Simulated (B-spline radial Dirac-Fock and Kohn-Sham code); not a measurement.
# Ta: scattering cross sections and density moments

System: neutral tantalum, 1s2 2s2 2p6 3s2 3p6 3d10 4s2 4p6 4d10 4f14 5s2 5p6 5d5 (not the ground configuration).

Input file task.json (cfg lists n, l and occupation; rrms is the nuclear radius in fm):

```json
{"items": [{
  "Z": 73,
  "q": 0,
  "cfg": [[1, 0, 2], [2, 0, 2], [2, 1, 6], [3, 0, 2], [3, 1, 6], [3, 2, 10], [4, 0, 2], [4, 1, 6], [4, 2, 10], [4, 3, 14], [5, 0, 2], [5, 1, 6], [5, 2, 5]],
  "A": 181,
  "rrms": 5.3507,
  "do": ["scatter"],
  "s": [0.0, 0.05, 0.1, 0.15, 0.2, 0.25, 0.3, 0.35, 0.4, 0.45, 0.5, 0.6, 0.7, 0.8, 0.9, 1.0, 1.1, 1.2, 1.4, 1.6, 1.8, 2.0, 2.5, 3.0, 3.5, 4.0, 5.0, 6.0],
  "pz": [0, 0.1, 0.15, 0.21, 0.31, 0.45, 0.65, 0.95, 1.4, 2.0, 2.9, 4.2, 6.2, 9.0, 13.0, 19.0, 28.0, 40.0, 58.0, 85.0, 120.0],
  "hv_scatter": [2000, 8047.8, 10000, 17479.3, 20000, 100000, 200000, 500000]
}]}
```

Command: `python xray_run.py task.json out`

Calculated with a radial atomic solver, using configuration-average Dirac-Fock orbitals.

* Sum of ⟨r⟩: 44.64 bohr
* Sum of ⟨r²⟩: 67.71 bohr²
* Sum of ⟨1/r⟩: 533.74 per bohr
* Langevin diamagnetic susceptibility: -53.6 × 10⁻⁶ cm³/mol
* Lamb shielding (α²/3)Σ⟨1/r⟩: 9474 ppm

Coherent scattering is the Thomson cross section weighted by f₀², without anomalous dispersion; incoherent scattering is Klein-Nishina weighted by S. The Lamb formula is the non-relativistic shielding expression. Electron correlation is left out.

```
hν (keV)  coherent (b)  incoherent (b)  incoherent per electron (b)
       2          3112           3.141                       0.0430
  8.0478          1598           12.43                        0.170
      10          1316           14.56                        0.199
 17.4793         709.1           20.53                        0.281
      20         600.8           22.04                        0.302
     100         53.39           30.89                        0.423
     200         15.55           27.71                        0.380
     500         2.798           20.66                        0.283
```

Incoherent scattering overtakes coherent scattering between 100 and 200 keV.
